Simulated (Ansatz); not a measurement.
Consider the ligand exchange at the Si–Br bond: `Cl[SiH2]Br` + `O[SiH](O)F` → `O[SiH](F)O[SiH2]Cl` + HBr.

Calculated with Ansatz (gas phase, PBE0-D4/def2-TZVP geometries, no zero-point term in ΔE). CBS: MP2 limit from def2 TZ/QZ plus the TZ coupled-cluster correction, frozen cores. This one scheme is used for every species. For Br outer-core shells are correlated without core-valence functions, which leaves a few kJ/mol of doubt a bond. Scalar relativity is left out up to krypton. Each species was taken in one conformer, which may not be the lowest.

| species | CCSD(T)/CBS(def2) energy (Eh) |
| --- | --- |
| `Cl[SiH2]Br` | -3323.46904 |
| `O[SiH](O)F` | -541.20494 |
| `O[SiH](F)O[SiH2]Cl` | -1290.76537 |
| HBr | -2573.91920 |

(1) Work out ΔE.

(2) What do rigid-rotor, harmonic-oscillator terms from PBE0-D4/def2-TZVP frequencies (298.15 K, 1 bar) make of the CCSD(T)/CBS value? (Estimate.)

Largest T1 diagnostic among the species: 0.011.

Answers

(1) ΔE = (-1290.76537) + (-2573.91920) − (-3323.46904) − (-541.20494) = -0.01059 Eh = -27.8 kJ/mol.

(2) The calculation gave: ΔZPE = -8.5 kJ/mol, ΔH = -33.7 kJ/mol, ΔS = -13 J/(mol·K), ΔG = -29.9 kJ/mol. Modes under 50 cm⁻¹ make the entropy rough.

From BLYP to BHLYP (50 % exact exchange), in def2-TZVPP and without D4, ΔE moves by −8.3 kJ/mol. The D4 term adds −7.2 kJ/mol with B3LYP and −4.4 kJ/mol with PBE0; it sums over pairs of atoms, weighted by their polarisabilities, and B3LYP, whose exchange is more repulsive, gets the larger term. In def2-TZVPP, CCSD(T) changes the Hartree–Fock value by +4.2 kJ/mol (the triples alone add +1.1 kJ/mol) and MP2 by +9.1 kJ/mol.

B3LYP here is the variant with VWN-RPA as its local correlation; programs differ in this.
